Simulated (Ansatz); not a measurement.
```yaml
crystal:
  periodic: [false, false, false]
  atoms:
    - {symbol: O, position_ang: [2.601238, -0.220118, -0.248688]}
    - {symbol: C, position_ang: [1.670886, -0.524421, -0.548894]}
    - {symbol: O, position_ang: [1.581369, -1.300181, -1.295295]}
    - {symbol: C, position_ang: [0.522482, -0.143682, -0.130273]}
    - {symbol: C, position_ang: [0.437108, 0.660247, 0.534847]}
    - {symbol: C, position_ang: [-0.461124, 1.220764, 0.877228]}
    - {symbol: C, position_ang: [-1.577895, 0.724510, 0.639733]}
    - {symbol: Cl, position_ang: [-2.889217, 1.098096, 0.971710]}
    - {symbol: C, position_ang: [-1.582077, -0.180663, -0.114560]}
    - {symbol: C, position_ang: [-0.527873, -0.561489, -0.452707]}
    - {symbol: H, position_ang: [2.373374, -1.487702, -1.282746]}
    - {symbol: H, position_ang: [1.145461, 1.137923, 0.777257]}
    - {symbol: H, position_ang: [-0.478013, 1.671544, 1.394646]}
    - {symbol: H, position_ang: [-2.404856, -0.499023, -0.359763]}
    - {symbol: H, position_ang: [-0.444094, -1.186787, -0.970073]}
basis:
  gaussian: {orbitals: def2-mTZVPP, final_grid: {core_spheres: 20, valence_spheres: 16, degree: 47}, nuclear_model: gaussian}
total_charge: 1
magnetization: {spin_polarized: true, initial_magnetization: 1}
hamiltonian: {xc: {name: BLYP}, pseudopotentials: {relativity: scalar}}
```

```sh
$ ansatz run in.yaml --threads 2 --pin off --events-out ev --progress --plain --max-ram 32768MiB --backend cpu
```

Output, abridged:

```
Functional definition: BLYP
2142 factors; their error is unknown
mean field evaluation 1: about -23805.2846 eV, gradient 1.6e2 eV
mean field evaluation 2: about -20970.4781 eV, gradient 6.4e2 eV
mean field evaluation 4: about -23833.7599 eV, gradient 1.4e2 eV
mean field evaluation 8: about -23948.1408 eV, gradient 1.1e1 eV
mean field evaluation 16: about -23948.7504 eV, gradient 3.9e0 eV
mean field evaluation 32: about -23948.7451 eV, gradient 3.2e0 eV
mean field -23948.81697882 eV, -880.1027908804 hartree, gradient 2.5e-5 eV, S^2 0.751989; 6 other end points of the search recorded, 0 dependent functions left out
reference -23948.81732546 eV, -880.1028036192 hartree; 40, 39 occupied and 193, 194 virtual orbitals, 2142 factors
Total energy: -23948.81732546 eV, -880.1028036192 hartree
Relativity: scalar
```

Question: What is wrong with this run?

Answer: The geometry is squeezed to about two thirds of its size. Self-consistency was reached. The result belongs to that input, not to the molecule as meant.
